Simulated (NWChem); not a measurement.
SiNH$_{4}$F; SMILES N[SiH2]F

```xyz
7

Si     0.4602     0.0476     0.0000
N     -0.4203    -1.4325     0.0000
F     -0.4703     1.4070     0.0000
H      1.2728     0.0956    -1.2564
H      1.2728     0.0956     1.2564
H     -0.9072    -1.7468     0.8423
H     -0.9072    -1.7468    -0.8423
```
Atoms are numbered in this order, from 1.

All runs: NWChem. Pople sets run with spherical d functions. The geometry was optimised at PBE-D3(BJ)/def2-SVP. Level B3LYP/6-31G*: energy and gradient on several grids; changes count from the extra-fine grid, which is no exact limit either.

**Question.** Which is the coarsest grid (xfine; coarse; fine; medium; xcoarse) from which on the energy stays within 500 μHa and each gradient component within 500 μHa/bohr of xfine?

**Answer.** coarse.
| grid | size of the energy change (μHa) | largest change of a gradient component (μHa/bohr) |
|---|---|---|
| xcoarse | 400 | 3000 |
| coarse | 30 | 100 |
| medium | < 10 | 40 |
| fine | < 10 | < 30 |
| xfine | < 10 | < 30 |
